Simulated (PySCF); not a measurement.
Z-matrix (Å, degrees):
```
Sc
F 1 1.8314
F 1 1.8323 2 119.61
F 1 1.8330 2 120.07 3 -178.33
```
Charge 0, spin multiplicity 1.

Question: What charge on the central atom (meta-Löwdin), total energy and charge on the central atom (Mulliken) does TPSSh-D3(BJ)/def2-TZVP // BP86-D3(BJ)/def2-SVP in PySCF give?

Answer: 
| Property | Result |
|---|---|
| charge on the central atom (meta-Löwdin) | 1.54 e |
| total energy | -1060.6403 Ha |
| charge on the central atom (Mulliken) | 1.49 e |
